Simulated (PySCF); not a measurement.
SrCl, SMILES [Cl][Sr+], charge +1.

The structure is a stationary point at B3LYP-D3(BJ)/def2-TZVPD. The multiplicity is an assumed one; other spin states were not compared. The def2 effective core potentials stand for the cores of Sr; spin–orbit coupling is left out.

Vertical ionisation energy (IE) and electron affinity (EA) in eV. Rows of orbital energies are one-electron estimates. Where ΔSCF, EOM or ADC give a negative EA the extra electron is unbound and the value depends on the basis.

```tsv
level	IE	EA
−ε(HOMO), −ε(LUMO), M06-2X/def2-TZVPD (PySCF)	13.67	6.68
−ε(HOMO), −ε(LUMO), PBE0/def2-TZVPD (PySCF)	12.46	6.92
```
